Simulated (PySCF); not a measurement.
C3H8OSi2.

```xyz
14

C      2.9660    -0.4407     0.2625
O      1.7485     0.2675     0.2365
Si     0.2266    -0.3909     0.4196
C     -0.7065    -0.9438    -1.1300
C     -1.8230    -0.1684    -1.1353
Si    -1.6263     1.0378     0.3198
H      3.7857     0.2651     0.4706
H      3.1727    -0.9283    -0.7081
H      2.9764    -1.2215     1.0470
H      0.3250    -1.4649     1.4611
H     -0.5167    -1.7216    -1.8823
H     -2.6278    -0.2803    -1.8746
H     -2.7123     1.0123     1.3473
H     -1.4138     2.4589    -0.0872
```
Charge 0, spin multiplicity 1.

Geometry: B3LYP-D3(BJ)/def2-SVP. The structure was generated by enumeration; whether it is a known compound was not checked. The values are those of a single conformer.

Calculation: PBE/pcSseg-1 run with PySCF. Non-relativistic, no solvent.

Give the absolute GIAO shielding of each atom: isotropic value and principal components (ppm). (The exact figures need the calculation; the answer reports its results.)


```csv
atom,σ(iso),σ11,σ22,σ33,span
C1,121.1,89.5,94.5,179.3,89.7
O2,292.4,229.9,307.3,339.9,110.0
Si3,330.3,270.1,329.7,391.3,121.2
C4,1.5,-96.7,-32.2,133.4,230.1
C5,12.9,-97.5,-20.4,156.6,254.1
Si6,374.8,306.3,363.5,454.7,148.4
H7,27.2,23.2,24.9,33.4,10.2
H8,27.2,23.2,25.0,33.6,10.4
H9,27.5,24.4,25.2,33.1,8.7
H10,25.5,23.0,24.3,29.1,6.2
H11,23.5,21.5,24.0,25.0,3.5
H12,23.5,21.2,24.4,24.9,3.6
H13,26.3,23.4,24.6,30.8,7.4
H14,26.4,24.2,24.6,30.3,6.1
```
